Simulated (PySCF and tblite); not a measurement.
Results of a calculation; reference values are marked as such.
C8H7FO2, numbered as in [CH2:1]=[C:2]1[CH:3]=[C:4]([F:5])[CH:6]=[C:7]1[C:8](=[O:9])[O:10][CH3:11].

Level: PBE0-D3(BJ)/pcSseg-1//GFN2-xTB, thermal terms from GFN2-xTB, symmetry numbers and mirror pairs counted. Conformers within 2.5 kcal/mol (GFN2-xTB free energy) were kept, 4 at most. GIAO shieldings: PBE0/pcSseg-1. Shifts are against TMS (¹H), TMS (¹³C), CFCl3 (¹⁹F) at the same level; of two unlike H on one atom, a is the less shielded. Codes: tblite and PySCF.

Torsions listed: C2–C7–C8–O10, O9–C8–O10–C11. The 5-ring runs over atoms 2–3–4–6–7.

```tsv
conformer	shape	symmetry	E(GFN2) kcal/mol	E(DFT) kcal/mol
1	5-ring flat; 180°, 0°	Cs	0.00	0.00
2	5-ring flat; 0°, 0°	Cs	1.26	1.16
```

**Question.** How much do the weights at 298.15 K and the averaged shift of H1a depend on how the conformers are weighted?

**Answer.** 
```csv
weighting,1 (%),2 (%),δ (ppm),rms dipole (D)
"DFT energy with thermal terms, symmetry and mirror images (full scheme)",88,12,7.96,1.28
DFT energy with symmetry and mirror images,88,12,7.96,1.28
bare DFT energy,88,12,7.96,1.28
GFN2-xTB energy with symmetry and mirror images,89,11,7.97,1.21
GFN2-xTB free energy,89,11,7.97,1.21
leading conformer alone,100,0,8.04,0.56
equal weights,50,50,7.73,2.39
"full scheme, search stopped after three starts",100,0,8.04,0.56
```

The largest departure from the full scheme, 0.23 ppm, comes with: equal weights.

The minima are those of GFN2-xTB; planar forms about aryl–S or allylic bonds may be saddles in DFT.


Conformer gaps in pcSseg-1 on xTB geometries can be 2 kcal/mol off for S=O, P=O and other polar bonds.